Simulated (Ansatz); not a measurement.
Molecule: pentane-3-selenol, C5H12Se, net charge 0, singlet state. 
Coordinates optimised at B3LYP-D3(BJ)/def2-TZVP (Ansatz, a program for electronic structure):
```xyz
18

C     -2.6213    -0.8198    -0.0032
C     -1.2700    -1.2889    -0.5290
C     -0.0563    -0.7119     0.1974
Se     0.0557     1.2723     0.0016
C      1.2458    -1.3994    -0.2093
C      2.4583    -1.0428     0.6422
H     -2.7305    -1.0588     1.0576
H     -3.4359    -1.3087    -0.5400
H     -2.7363     0.2581    -0.1158
H     -1.1850    -1.0680    -1.5973
H     -1.2105    -2.3797    -0.4393
H     -0.1982    -0.8194     1.2769
H      0.2392     1.2240    -1.4595
H      1.4495    -1.1837    -1.2626
H      1.0719    -2.4800    -0.1493
H      2.2782    -1.2788     1.6941
H      3.3358    -1.6061     0.3205
H      2.6903     0.0198     0.5738
```

Basis-set convergence of Hartree-Fock and MP2 correlation energies (hartree) with Ansatz. Valence correlation only, unless marked. No spin-orbit coupling. The frozen core is the preceding noble-gas configuration, with the filled d and f shells of earlier blocks. No relativistic terms.

| basis | functions | E(HF) | E(corr, MP2) |
|---|---|---|---|
| cc-pVDZ | 157 | -2596.15122 | -0.84910 |
| cc-pVTZ | 361 | -2596.28143 | -1.04760 |
| cc-pVQZ | 703 | -2596.29706 | -1.11591 |

Extrapolating the two largest sets (X = 3 and 4) as X^-3: E(corr) = (64·(-1.11591) - 27·(-1.04760))/37 = -1.1658 Eh, an estimate of the basis-set limit. The largest set recovers 95.7 % of it, the smallest 72.8 %.
